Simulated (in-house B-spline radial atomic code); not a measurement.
Configurations of Ce VIII (Ce7+), with energies counted from [Kr] 4d10 5s2 5p3. All numbers are computed (scalar-relativistic (X2C) BHandHLYP, spin-polarised, spherical fractional occupations; Fermi nucleus of rms radius 4.8771 fm) with a B-spline radial code for spherical atoms, not measured. Caution: exact exchange at fractional occupations of open shells leaves self-interaction of up to several eV. Shells without spins written out take the highest spin.

Occupations are held fixed; configurations that lie above the ionisation limit could autoionise.

```json
{"configuration": "[Kr] 4d10 5s2 5p2 6s1", "E - E(ref) (eV)": "47.496", "highest orbital": "6s up", "its <r> (bohr)": "2.605"}
{"configuration": "[Kr] 4d10 5s1 5p3 6f1", "E - E(ref) (eV)": "94.321", "highest orbital": "6f up", "its <r> (bohr)": "4.324"}
{"configuration": "[Kr] 4d9 5s2 5p3 6d1", "E - E(ref) (eV)": "177.86", "highest orbital": "6d up", "its <r> (bohr)": "3.353"}
{"configuration": "[Ar] 3d10 4s2 4p5 4d10 5s2 5p3 6p1", "E - E(ref) (eV)": "273.5", "highest orbital": "6p up", "its <r> (bohr)": "2.84"}
{"configuration": "[Ar] 3d9 4s2 4p6 4d10 5s2 5p4", "E - E(ref) (eV)": "910.95", "highest orbital": "5p down", "its <r> (bohr)": "1.513"}
{"configuration": "[Ar] 3d9 4s2 4p6 4d10 4f1 5s2 5p3", "E - E(ref) (eV)": "914.13", "highest orbital": "4f up", "its <r> (bohr)": "0.8829"}
{"configuration": "[Ar] 3d9 4s2 4p6 4d10 5s2 5p3 6d1", "E - E(ref) (eV)": "974.19", "highest orbital": "6d up", "its <r> (bohr)": "3.331"}
```

**Question.** Order these further configurations by energy, lowest first.
A. [Kr] 4d10 5s1 5p4
B. [Kr] 4d10 5s2 5p(2 up, 1 down)
C. [Kr] 4d10 5s1 5p3 5d1
D. [Ar] 3d(4 up, 5 down) 4s2 4p6 4d10 5s2 5p(3 up, 0 down) 6d(1 up, 0 down)
E. [Ar] 3d9 4s2 4p6 4d10 5s2 5p3 6f1

**Answer.** B (7.2957 eV), A (22.924 eV), C (47.468 eV), D (974.6 eV), E (986.29 eV).

**Question.** How far above the reference does [Ar] 3d(5 up, 4 down) 4s2 4p6 4d10 4f(0 up, 1 down) 5s2 5p(0 up, 3 down) lie?

**Answer.** 914.94 eV; its least bound orbital is 4f down with <r> = 0.8879 bohr.

**Question.** How far above the reference does [Kr] 4d10 5s2 5p(2 up, 0 down) 6d(0 up, 1 down) lie?

**Answer.** 68.639 eV; its least bound orbital is 6d down with <r> = 3.414 bohr.

**Question.** How far above the reference does [Ar] 3d(5 up, 4 down) 4s2 4p6 4d10 5s2 5p(3 up, 0 down) 6s(0 up, 1 down) lie?

**Answer.** 953.5 eV; its least bound orbital is 6s down with <r> = 2.589 bohr.
